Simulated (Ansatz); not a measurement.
# Energy profile

The step: Si₂H₆SO ([SiH3][O][SiH2][SH]) + H₂ → Si₂H₆O ([SiH3][O][SiH3]) + H₂S; bonds formed: Si1–H8, S2–H7; bonds broken: Si1–S2, H7–H8 (atoms numbered as in the saddle structure below).

```tsv
atom	x (Å)	y (Å)	z (Å)
Si1	0.2735	0.8616	0.9185
S2	0.5555	-1.6874	0.8144
O3	-0.2495	0.8793	-0.6313
Si4	-1.0911	-0.1058	-1.6530
H5	0.9444	2.1878	0.9209
H6	-0.7868	0.7076	1.9340
H7	1.2914	-0.4929	1.6923
H8	1.5125	0.4394	1.9878
H9	1.5778	-1.6622	-0.0582
H10	-0.1882	-1.1214	-2.2489
H11	-2.2145	-0.7746	-0.9514
H12	-1.6251	0.7686	-2.7252
```

Electronic energies by CCSD(T) at an estimated basis limit (MP2 extrapolated from triple and quadruple zeta, plus CCSD(T) − MP2 in triple zeta), on PBE0-D4/def2-TZVP structures; Si2H8SO, closed shell; no counterpoise correction. Program: Ansatz 0.2.0. Basis: def2-TZVPP and def2-QZVPP. Cores are frozen in the correlated methods. Extrapolation: Hartree–Fock as exp(−7.88 √X), correlation as X^−2.97.

**Question.** Give the profile in kJ/mol, counted from the separated reactants. (To be estimated.)

**Answer.** Computed:
```tsv
point	kJ/mol
separated: Si2H6SO (linked as [SiH3][O][SiH2][SH]; Si1, S2, O3, Si4, H5, H6, H9, H10, H11, H12; singlet) + H2 (H7, H8; singlet)	0.0
start structure	-2.3
saddle	237.1
end structure	40.2
separated: Si2H6O (linked as [SiH3][O][SiH3]; Si1, O3, Si4, H5, H6, H8, H10, H11, H12; singlet) + H2S (S2, H7, H9; singlet)	51.1
```

No T1 diagnostic of these runs exceeds 0.014.

For scale, one of the runs: CCSD(T)/def2-TZVPP, 269 basis functions, launched by `ansatz run in.yaml --threads 4 --pin off --events-out ev --progress --plain --max-ram 9574MiB`. Hardware: 4 CPU threads of an Arm Neoverse V2, shared host. Wall time 2.2 min; peak host memory 6.3 GiB.
